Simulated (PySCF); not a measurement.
(1E)-2-chloro-1-iodobuta-1,3-diene (C4H4ClI), SMILES C=C/C(Cl)=C\I.

The structure is a stationary point at PBE0-D3(BJ)/def2-SVP. The def2 effective core potentials stand for the cores of I; spin–orbit coupling is left out. The values are those of a single conformer.

Two levels are set side by side: PBE/def2-TZVP (PySCF) and CAM-B3LYP/def2-TZVP (PySCF). Same geometry, gas phase. Differences are taken from unrounded values.

| quantity | CAM-B3LYP |
|---|---|
| orbital gap (eV) | 7.42 |
| highest occupied level (eV) | -7.98 |
| lowest empty level (eV) | -0.56 |
| dipole moment (D) | 0.74 |
| mean polarisability (bohr³) | 96.8 |

### Question
What does PBE give, and how far is it from CAM-B3LYP? (Estimate from the structure and the level; the computed values follow.)

### Answer

| quantity | PBE | PBE minus CAM-B3LYP |
|---|---|---|
| orbital gap (eV) | 3.29 | -4.12 |
| highest occupied level (eV) | -5.79 | 2.18 |
| lowest empty level (eV) | -2.50 | -1.94 |
| dipole moment (D) | 0.66 | -0.08 |
| mean polarisability (bohr³) | 100.9 | 4.1 |

PBE's occupied levels lie high since its potential decays too fast outside the molecule; exact exchange lowers them and widens the gap. Loosely held outer electrons make PBE densities more polarisable. Differences between two approximate levels are no errors against the true value.

Rough cost on one machine, each run with all the roots and properties that it gave: CAM-B3LYP against PBE within a factor of 2.
